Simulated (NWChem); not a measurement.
System: C$_{4}$H$_{4}$OS; SMILES Oc1ccsc1

NWChem input:

```
start job
memory heap 200 mb stack 900 mb global 1100 mb
geometry units angstroms noautosym nocenter noautoz
  O      0.341350     2.335426     0.000000
  C      0.086375     1.009975     0.000000
  C     -1.216684     0.423301     0.000000
  C     -1.169364    -0.945326     0.000000
  S      0.441618    -1.524990     0.000000
  C      1.086457     0.067793     0.000000
  H     -0.491176     2.817147     0.000000
  H     -2.145687     0.997917     0.000000
  H     -2.006165    -1.642173     0.000000
  H      2.159184     0.248259     0.000000
end
basis spherical
  * library def2-svp
end
dft
  xc pbe0
  iterations 150
end
cosmo
  dielec 4.8
end
task dft energy
```

The geometry was optimised at PBE0/def2-SVP.

Level: PBE0/def2-SVP with COSMO at NWChem's default radii, gas-phase geometry; the question gives the dielectric constant.

Question: What results follow from this input? (PBE0/def2-SVP, COSMO on the gas-phase geometry.) Quantities: electrostatic solvation energy (kcal/mol); dipole in solution (D).

Answer: 
* **electrostatic solvation energy (kcal/mol)**: -5.6
* **dipole in solution (D)**: 2.48
